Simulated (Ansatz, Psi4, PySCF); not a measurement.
CHO, charge -1, singlet, at the geometry of the source list (in this run its highest filled SCF level lies above zero, so its values depend strongly on the basis, on diffuse functions most of all). Base run: PBE0/cc-pVTZ (PySCF).

The PySCF input:
```python
from pyscf import gto, scf, dft

mol = gto.Mole()
mol.atom = '''
    O     0.00000000    0.31146300    1.00926000
    C     0.00000000    0.31146300   -0.21085500
    H     0.00000000   -0.62292700   -0.79840500
'''
mol.basis = 'cc-pvtz'
mol.charge = -1
mol.verbose = 4
mol.build()

mf = dft.RKS(mol)
mf.xc = 'pbe0'
mf.kernel()
```

The same geometry, method and basis name were run in Ansatz (an electronic-structure program) and Psi4 and PySCF, at each program's defaults and at the settings that a row names. The base is PySCF at its defaults. Differences at the defaults can come from grids, fitting, cores and function types together.

```json
[
 {"code and settings": "PySCF, defaults (exact integrals, its default grid, spherical functions)", "ΔE vs base (mEh)": "0.000", "basis functions": "74", "E (Eh)": "-113.74192", "SCF cycles": "9"},
 {"code and settings": "Psi4, defaults (density fitting with its default set, its default grid, spherical functions)", "ΔE vs base (mEh)": "-0.049", "basis functions": "74", "E (Eh)": "-113.74197", "SCF cycles": "9"},
 {"code and settings": "Ansatz, defaults (factorised integrals, its default grid, spherical functions)", "ΔE vs base (mEh)": "0.002", "basis functions": "74", "E (Eh)": "-113.74192", "SCF cycles": "-"},
 {"code and settings": "PySCF, density fitting with def2-universal-jkfit", "ΔE vs base (mEh)": "-0.020", "basis functions": "74", "E (Eh)": "-113.74194", "SCF cycles": "9"},
 {"code and settings": "PySCF, fine grid", "ΔE vs base (mEh)": "0.000", "basis functions": "74", "E (Eh)": "-113.74192", "SCF cycles": "9"},
 {"code and settings": "Psi4, exact integrals, spherical functions, fine grid", "ΔE vs base (mEh)": "0.000", "basis functions": "74", "E (Eh)": "-113.74192", "SCF cycles": "11"},
 {"code and settings": "Ansatz, high accuracy", "ΔE vs base (mEh)": "0.000", "basis functions": "74", "E (Eh)": "-113.74192", "SCF cycles": "-"}
]
```
